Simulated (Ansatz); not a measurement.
Isolated molecules relaxed with PBE0-D4/def2-TZVP in Ansatz; ΔE leaves out vibrations. CCSD(T)/CBS adds triple-zeta CCSD(T) − MP2 to the extrapolated MP2 energy (def2 sets, frozen cores). This one scheme is used for every species. DFT in def2-TZVPP. B3LYP here is the variant with VWN-RPA as its local correlation; programs differ in this. For Ge outer-core shells are correlated without core-valence functions, which leaves a few kJ/mol of doubt a bond. Scalar relativity is left out up to krypton.

`C[C](F)(Cl)[GeH3]` + `BS` → `B[S][GeH3]` + `CC(F)Cl`  (ligand exchange at a Ge–C bond)

`C[C](F)(Cl)[GeH3]`:

```xyz
11

C     0.029   -1.254   -0.740
C    -0.208    0.222   -0.587
F     0.535    0.888   -1.534
Cl   -1.935    0.591   -0.913
Ge    0.242    0.973    1.206
H    -0.565   -1.813   -0.016
H     1.087   -1.470   -0.575
H    -0.247   -1.574   -1.747
H    -0.626    0.263    2.253
H     1.730    0.698    1.474
H    -0.041    2.477    1.180
```

`BS`:

Z-matrix (Å, degrees):
```
B
S 1 1.765
H 1 1.192 2 115.8
H 1 1.190 2 121.4 3 -180.0
H 2 1.344 1 99.2 3 180.0
```

`B[S][GeH3]`:

Z-matrix (Å, degrees):
```
Ge
S 1 2.241
H 1 1.534 2 106.5
H 1 1.533 2 108.8 3 -119.6
H 1 1.533 2 108.8 3 119.5
B 2 1.769 1 100.9 3 179.8
H 6 1.193 2 116.5 1 180.0
H 6 1.195 2 121.9 1 -0.0
```

`CC(F)Cl`:

Z-matrix (Å, degrees):
```
C
C 1 1.499
H 1 1.090 2 110.2
H 1 1.092 2 109.1 3 119.8
H 1 1.090 2 110.0 3 -120.4
F 2 1.363 1 110.1 3 -179.0
Cl 2 1.783 1 111.1 3 60.8
H 2 1.091 1 113.3 3 -58.2
```

| level | ΔE (kJ/mol) | difference from CCSD(T)/CBS |
| --- | --- | --- |
| PBE-D4 | -70.8 | -1.9 |
| r2SCAN-D4 | -72.7 | -3.8 |
| B3LYP-D4 | -72.3 | -3.4 |
| r2SCAN | -73.5 | -4.6 |
| B3LYP | -76.3 | -7.4 |
| SCS-MP2/def2-TZVPP | -73.3 | -4.4 |
| CCSD(T)/def2-TZVPP | -70.2 | -1.3 |
| HF/def2-QZVPP | -89.6 | -20.7 |
| MP2/def2-QZVPP | -71.7 | -2.8 |
| HF/CBS(def2) | -89.6 | -20.7 |
| CCSD(T)/CBS | -68.9 | 0 |

Largest T1 diagnostic among the species: 0.015.

From PBE to PBE0 (25 % exact exchange), in def2-TZVPP and without D4, ΔE moves by −4.8 kJ/mol. In def2-TZVPP, CCSD(T) changes the Hartree–Fock value by +19.2 kJ/mol (the triples alone add +2.0 kJ/mol) and MP2 by +17.0 kJ/mol.
